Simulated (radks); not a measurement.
Results of a calculation; reference values are marked as such.
Question: These are the eigenvalues of the occupied orbitals of an atom or ion with whole-number occupations (eV). Code: a radial shooting solver on a logarithmic mesh with Libxc functionals. Model: Dirac Kohn-Sham, PBE, spin-unpolarised, spherical densities, point nucleus.

1s1/2: -684.0725
2s1/2: -47.3787
2p1/2: -28.3490
2p3/2: -28.2745

Which element is it, and in what charge state? The configuration may be excited. Open shells, if any, fill j = l - 1/2 first.

Answer: Z = 9, fluorine, charge +1: F+ in [He] 2s2 2p4. The list shows which subshells hold electrons but not how many an open one holds; the 1s level, -25.139 hartree, gives Z - s = 7.1 by -(Z - s)^2/2, which with screening and relativity narrows Z to a few neighbours, and the depths of the outer levels then fix element, charge and occupations together.
